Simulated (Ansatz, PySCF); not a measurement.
Spin states of H3O3V (SMILES [OH][V]([OH])[OH]), each relaxed with B3LYP-D3(BJ)/def2-TZVP.
State 1 (charge 0, multiplicity 3):
```xyz
7

V      0.051    -0.100    -0.303
O     -1.480    -1.009    -0.169
H     -1.815    -1.849     0.150
O      0.154     1.507    -1.114
H     -0.260     2.347    -0.901
O      1.528    -0.564     0.629
H      1.720    -0.408     1.559
```
State 2 (charge 0, multiplicity 1):
```json
[
 {"atom": "V", "x (Å)": "-0.0141", "y (Å)": "-0.0112", "z (Å)": "-0.0221"},
 {"atom": "O", "x (Å)": "-1.2060", "y (Å)": "-1.2994", "z (Å)": "0.0491"},
 {"atom": "H", "x (Å)": "-2.0746", "y (Å)": "-1.5776", "z (Å)": "-0.2448"},
 {"atom": "O", "x (Å)": "-0.3452", "y (Å)": "1.4410", "z (Å)": "-0.9529"},
 {"atom": "H", "x (Å)": "0.0013", "y (Å)": "2.2928", "z (Å)": "-1.2222"},
 {"atom": "O", "x (Å)": "1.5081", "y (Å)": "-0.1749", "z (Å)": "0.8386"},
 {"atom": "H", "x (Å)": "2.0284", "y (Å)": "-0.7464", "z (Å)": "1.4051"}
]
```

Singlets are restricted, other states unrestricted; no spin–orbit coupling, no relativity up to Kr; see below for the cores. The largest T1 diagnostic is 0.064.

Run with Ansatz (a program for electronic structure) with Gaussian orbitals; PySCF for the dispersion terms. Each number belongs to the level named beside it.

What energy of the multiplicity-1 state less that of the multiplicity-3 state does PBE-D3(BJ)/def2-TZVPP give?

0.50 eV

What energy of the multiplicity-1 state less that of the multiplicity-3 state does r2SCANh/def2-TZVPP give?

0.83 eV

Predict the energy of the multiplicity-1 state less that of the multiplicity-3 state from BHLYP-D4/def2-TZVPP.

0.86 eV
